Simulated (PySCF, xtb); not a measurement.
C2H4BF3, SMILES FCB(F)CF.

GFN2-xTB (xtb) at its own geometry gives an orbital gap of 4.56 eV and a dipole moment of 2.12 D.

The structure is a stationary point at B3LYP-D3(BJ)/def2-SVP. The structure was generated by enumeration, and PubChem lists no compound with its InChIKey, so it may never have been made. One conformer was computed; it need not be the lowest.

Task: What does CAM-B3LYP/def2-TZVP run with PySCF give? (Estimate from the structure and the level; the computed values follow.)

Result: gap 10.71 eV (levels -10.26 and 0.44 eV), dipole 1.75 D.
